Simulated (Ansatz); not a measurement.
```yaml
crystal:
  periodic: [false, false, false]
  atoms:
    - {symbol: C, position_ang: [0.080617, -1.541435, 0.092048]}
    - {symbol: C, position_ang: [0.374802, -0.082745, -0.224348]}
    - {symbol: C, position_ang: [1.860522, 0.120441, -0.465100]}
    - {symbol: C, position_ang: [-0.428832, 0.381070, -1.429942]}
    - {symbol: O, position_ang: [0.056141, 0.729103, 0.908822]}
    - {symbol: Si, position_ang: [-1.375412, 0.963678, 1.667685]}
    - {symbol: H, position_ang: [0.623857, -1.852591, 0.986693]}
    - {symbol: H, position_ang: [-0.986582, -1.701832, 0.264870]}
    - {symbol: H, position_ang: [0.385775, -2.181737, -0.738448]}
    - {symbol: H, position_ang: [2.069659, 1.173801, -0.660925]}
    - {symbol: H, position_ang: [2.198350, -0.468096, -1.320796]}
    - {symbol: H, position_ang: [2.429604, -0.184236, 0.415216]}
    - {symbol: H, position_ang: [-0.249855, 1.441285, -1.620358]}
    - {symbol: H, position_ang: [-0.142781, -0.183539, -2.320003]}
    - {symbol: H, position_ang: [-1.500565, 0.236612, -1.271301]}
    - {symbol: H, position_ang: [-1.939758, -0.299566, 2.220381]}
    - {symbol: H, position_ang: [-1.088549, 1.902247, 2.777821]}
    - {symbol: H, position_ang: [-2.404292, 1.558838, 0.769484]}
basis:
  gaussian: {orbitals: ANO-RCC-VTZP}
total_charge: 1
magnetization: {spin_polarized: true, initial_magnetization: 1}
hamiltonian: {xc: {name: BLYP}, dispersion: d3bjatm}
multiplicity: 3
output: {forces: true}
```

```sh
$ ansatz run in.yaml --threads 4 --pin off --events-out ev --progress --plain --max-ram 11315MiB
```

Shortened log:

```
Error: YAML parse error: error: line 27 column 1: unknown field `multiplicity`, expected one of crystal, accuracy, basis, kpoints, hamiltonian, magnetization, projection, total_charge, correlation, batch, efield, external_charges, scf, relax, neb, saddle, md, ramp, phonons, dielectric, real_time, elastic, magnetic_configurations, gw, evaluate, workflow, output, checkpoint, execution
25 | magnetization: {spin_polarized: true, initial_magnetization: 1}
26 | hamiltonian: {xc: {name: BLYP}, dispersion: d3bjatm}
27 | multiplicity: 3
28 | output: {forces: true}
```

(1) Something in this input is off. What?

Results:

(1) The input holds a key that doesn't belong there. The program refused the input.
